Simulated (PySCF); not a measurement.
Bonds (- single, = double, # triple, : aromatic): N1-Si2, Si2-N3, N3-Si4, Si4-C5, C5-O6, O6-C7, C7-O8, O8-C9, C9=O10, C7-Si2. N1 carries H11, H12; Si2 carries H13; N3 carries H14; Si4 carries H15, H16; C5 carries H17, H18; C7 carries H19; C9 carries H20. Stereochemistry as in N[Si@@H]1N[SiH2]CO[C@@H]1OC=O. H16, H18 are cis to N1 on the ring; H15, H17 are trans to N1 on the ring.

PySCF calculation with coordinates at the GFN2-xTB level and GIAO PBE0/pcSseg-1 shieldings; no solvent model, one computed conformer, non-relativistic Hamiltonian, fast rotation and ring inversion assumed for equivalent nuclei.

Scale: $^{13}$C (186.93 ppm) and $^{1}$H (31.72 ppm) and $^{29}$Si (349.16 ppm) against TMS; $^{15}$N (267.73 ppm) vs NH3; $^{17}$O (336.08 ppm) against H2O (reference shieldings calculated alike).

```
  atoms    nucleus  count  δ (ppm)
    H13    $^{1}$H      1     5.25
    H19    $^{1}$H      1     5.36
     C9   $^{13}$C      1        ?
     O6   $^{17}$O      1     42.8
    H20    $^{1}$H      1     8.17
    H17    $^{1}$H      1     3.79
     O8   $^{17}$O      1    263.6
    O10   $^{17}$O      1    423.0
     N1   $^{15}$N      1     35.7
     N3   $^{15}$N      1     18.2
    H15    $^{1}$H      1        ?
    H16    $^{1}$H      1     4.99
     C7   $^{13}$C      1    104.8
    Si2  $^{29}$Si      1        ?
    H18    $^{1}$H      1     4.38
    H14    $^{1}$H      1        ?
    Si4  $^{29}$Si      1        ?
H11/H12    $^{1}$H      2     0.38
     C5   $^{13}$C      1        ?
```

Problem. Fill in the missing shifts.

Solution. 
- C9: 169.8 ppm, ester carbonyl carbon; lone-pair donation from the attached heteroatom keeps it upfield of a ketone carbonyl
- C5: 57.6 ppm, sp3 CH2 bonded to O and Si; deshielded by the electronegative neighbour
- H15: 5.08 ppm, hydrogen on a silicon bonded to C, N, in a 6-membered ring
- H14: 0.04 ppm, hydrogen on a nitrogen bonded to 2 Si, in a 6-membered ring; labile proton, position sensitive to the medium
- Si4: -41.9 ppm, silicon bonded to C, N, 2 H, in a 6-membered ring
- Si2: -50.7 ppm, silicon bonded to C, 2 N, H, in a 6-membered ring

OH/NH shifts are gas-phase values; hydrogen bonding in solution moves them, usually downfield. Shifts are as computed. Against solution values, carbons near 30 ppm lie about +3 ppm off and those near 130 ppm about +5 ppm. Of 1211 compounds with measured shifts, 218 miss one by over three times the rms of a fit or turn the order of signals round; such compounds aren't used in these exercises. Unscaled 17O shifts of doubly bonded oxygen tend to come out too high, by tens of ppm or more. Experimental scales use liquid or dissolved standards, which lie at an offset from isolated NH3 (liquid NH3: subtract about 20 ppm) and H2O (liquid H2O: subtract about 36 ppm).
